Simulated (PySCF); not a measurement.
Polarisability and C₆ of Hg (mercury, neutral)

[Xe] 4f14 5d9 6s2 6p1, one real determinant (an excited configuration). Calculation: PySCF 2.14, in ANO-RCC-VTZP (8s7p5d3f1g, 84 functions); the spin-free X2C one-electron Hamiltonian (Gaussian nucleus). Coupled (time-dependent) response in atomic units; α is the mean over directions. The basis has no added diffuse functions, which lowers α and C₆.

```csv
method,mean α (bohr³),"α xx, yy, zz",C₆ (like pair),S(−4)
UHF,39.09,"33.54, 33.54, 50.20",421.9,484.4
```

S(−4) is the Cauchy moment in α(ω) = α(0) + S(−4) ω² + …

Spin-orbit coupling is absent.

α(iu) at UHF:

```json
{"u (hartree)": "0", "α(iu) (bohr³)": "39.09"}
{"u (hartree)": "0.0500", "α(iu) (bohr³)": "37.93"}
{"u (hartree)": "0.100", "α(iu) (bohr³)": "34.98"}
{"u (hartree)": "0.200", "α(iu) (bohr³)": "27.56"}
{"u (hartree)": "0.300", "α(iu) (bohr³)": "21.44"}
{"u (hartree)": "0.500", "α(iu) (bohr³)": "14.01"}
{"u (hartree)": "0.750", "α(iu) (bohr³)": "9.414"}
{"u (hartree)": "1.00", "α(iu) (bohr³)": "6.954"}
{"u (hartree)": "1.50", "α(iu) (bohr³)": "4.400"}
{"u (hartree)": "2.00", "α(iu) (bohr³)": "3.077"}
{"u (hartree)": "3.00", "α(iu) (bohr³)": "1.748"}
{"u (hartree)": "5.00", "α(iu) (bohr³)": "0.7781"}
```

A single London oscillator, α(iu) = α/(1 + u²/ω²), gives C₆ = (3/4) ω α². Matching the computed C₆ needs ω = 4 × 421.9 / (3 × 39.09²) = 0.368 hartree.

The components differ because the open shell of this determinant is not spherical; for a pure term their mean is the scalar polarisability.

⟨L²⟩ = 7.96 against 12 for a pure F term, so this real determinant mixes terms. Spin-orbit coupling, absent here, splits the open shell strongly.
